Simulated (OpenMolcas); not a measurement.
Re3+ (d4) among equal point charges was computed by CASSCF with the d shell active (OpenMolcas, ANO-RCC-VDZP on the metal). Its lowest spin-free states, and all those of the highest spin:

```
2S+1  Degeneracy  E (cm-1)
   5           2       0.0
   5           2      3728
   5           1      5034
   3           1     12099
   3           2     15472
   3           2     15674
   3           1     16093
   3           1     16256
   3           2     16434
   3           2     17816
   3           1     18846
   3           1     19093
```

**Question.** Is the site octahedral, tetrahedral or cube-like, axial, or of lower symmetry?

**Answer.** The states with 2S+1 = 5 have orbital degeneracies 2, 2, 1. There are pairs but no triples, so the site is axial: not cubic, but with a proper or improper axis of order three or more. The run had Re3+ among 6 point charges of -1.5 e arranged as a trigonal prism (D3h), 2.24 Å from the ion, with a polar angle of 54.5° against the regular 49.1°.

Spin-orbit coupling mixes the spin-free states strongly: the lowest level takes only 46 % from its leading state, 5E. Without dynamic correlation the repulsion within the d shell is too large (B by tens of per cent), so at a given field states of lower spin stand too high. This shell can be high or low spin here, a state of another spin lies low, and with metal d orbitals alone active their balance is uncertain, so the ground spin may be wrong. Point charges give a weaker field than real ligands, and real ions of this kind are as a rule low spin; the high spin found here belongs to the model. Point charges carry no covalency, so the field is a model and not that of real ligands. No measured value stands beside these numbers.
